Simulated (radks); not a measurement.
Problem. All-electron atom: the iridium ion Ir16+ in [Kr] 4d10 4f13 5s2. All-electron calculation, scalar-relativistic Kohn-Sham, PBE, spin-polarised, spherical densities, finite nucleus; open shells are filled with parallel spins first (spin-orbit coupling, left out, can overturn this in heavy ions); Fermi nuclear charge, rms radius 5.4032 fm. Program: a radial shooting solver on a logarithmic mesh with Libxc functionals. Some entries of the table are withheld. Estimate them.

orbital  occ.  eigenvalue (eV)  r(max) (bohr)
1s down     1        -76455.63        0.01082
1s up       1        -76455.63        0.01082
2s up       1        -13664.35        0.06230
2s down     1        -13664.33        0.06230
2p up       3        -11920.84        0.05137
2p down     3        -11920.83        0.05137
3s up       1        -3459.732         0.1756
3s down     1        -3458.980         0.1756
3p up       3        -2949.511         0.1744
3p down     3        -2948.750         0.1744
3d up       5        -2387.416         0.1420
3d down     5        -2386.836         0.1420
4s up       1        -1003.080         0.3964
4s down     1        -1001.789         0.3964
4p up       3        -834.5915         0.4161
4p down     3        -833.3502         0.4161
4d up       5        -627.3590         0.4237
4d down     5        -626.1462         0.4238
5s up       1              (1)            (2)
5s down     1              (3)            (4)
4f up       7        -395.5386         0.3875
4f down     6        -394.2921         0.3877

Solution. 
(1) 5s up eigenvalue (eV): -400.4630
(2) 5s up r(max) (bohr): 0.8423
(3) 5s down eigenvalue (eV): -399.8637
(4) 5s down r(max) (bohr): 0.8429
